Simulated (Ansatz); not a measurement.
Species: sum formula BH$_{2}$S$_{3}$, net charge 0, doublet state. It need not be the lowest isomer of its formula. 
Geometry from a B3LYP-D3(BJ)/def2-TZVP (Ansatz, a quantum-chemistry and plane-wave program) optimisation:
```xyz
6

S     -0.3133     1.2214    -1.3046
B     -0.0076     0.0298    -0.0318
S      1.6755    -0.4043     0.5001
S     -1.3573    -0.8358     0.8245
H      2.3429     0.4115    -0.3333
H     -2.3816    -0.2606     0.1721
```
Charge 0, spin multiplicity 2.

Dipole moments at this geometry, in debye (magnitudes).

| level | program | dipole (D) |
|---|---|---|
| SVWN5/def2-TZVPD | Ansatz | 0.50 |
| PBE/def2-TZVPD | Ansatz | 0.57 |
| wB97M-V/def2-TZVPD | Ansatz | (withheld) |
| wB97X-V/def2-TZVPD | Ansatz | 0.96 |
| CCSD(T)/aug-cc-pV(D+d)Z | Ansatz | (withheld) |

Task: Complete the blanks.

Result: 
- wB97M-V/def2-TZVPD, dipole (D): 0.86
- CCSD(T)/aug-cc-pV(D+d)Z, dipole (D): 0.91
